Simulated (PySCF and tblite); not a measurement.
The numbers below are computed, except where a source is named.
C5H7NO, numbered as in [CH3:1][O:2][c:3]1[cH:4][cH:5][nH:6][cH:7]1.

The ensemble was built from 60 distance-geometry starts (ETKDG and KDG, MMFF94s, GFN2-xTB) and rests on GFN2-xTB geometries. Free energies are B3LYP-D3(BJ)/def2-SVP (IEF-PCM, acetonitrile) single points with GFN2-xTB rigid-rotor and vibrational terms (modes under about 100 cm⁻¹ blended into free rotors). Symmetry numbers and mirror images are counted. Conformers within 3 kcal/mol (GFN2-xTB free energy) were kept, 3 at most. Couplings: B3LYP/6-31G* with pcJ-1 on H (gas phase; spin-dipole term only for pairs with B, N, F, Si or P). Couplings are for ¹H. H–H couplings come out 0.1 to 0.9 Hz lower than with pcJ-1 on all atoms. (PySCF 2.14, tblite 0.8.)

Torsions listed: C1–O2–C3–C4.

```
conformer  shape  weight %
        1   180°      79.3
        2     0°      20.7
```

Q: Give the couplings in each conformer and the averages at 298.15 K (pairs that fast motion interchanges averaged).

A: 
| coupling | pairs | 1 | 2 | average (Hz) |
| --- | --- | --- | --- | --- |
| ²J(H1,H1) | 3 | -10.9 | -10.9 | -10.9 |
| ³J(H4,H5) | 1 | 3.5 | 3.6 | 3.5 |
| ³J(H5,H6) | 1 | 3.5 | 3.6 | 3.5 |
| ³J(H6,H7) | 1 | 3.2 | 3.1 | 3.2 |
